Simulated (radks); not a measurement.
Neutral gold, [Xe] 4f14 5d10 6s1. Calculated with a radial shooting solver on a logarithmic mesh with Libxc functionals: non-relativistic Kohn-Sham, PBE, spin-polarised, spherical densities, point nucleus. Every spin shell is full or empty, so the densities are truly spherical. Functionals are evaluated on that one density, not self-consistently. Rank these exchange functionals by their error against the exact value of the orbitals, and give that value: LDA, B88, PBE, PBEsol, revPBE, RPBE, PW86, OPTX, AM05, SOGGA, B86b, EV93, r2SCAN, MS2.

Answer. Exact: -338.083 hartree. From best to worst, with 100 (|E| - |E exact|)/|E exact| (equal figures are ties): B86b +0.04, B88 +0.10, r2SCAN -0.15, RPBE -0.18, revPBE -0.22, PBE -0.30, PW86 -0.34, EV93 -0.47, MS2 -0.63, PBEsol -1.77, SOGGA -1.77, OPTX +1.92, AM05 -3.58, LDA -3.78.
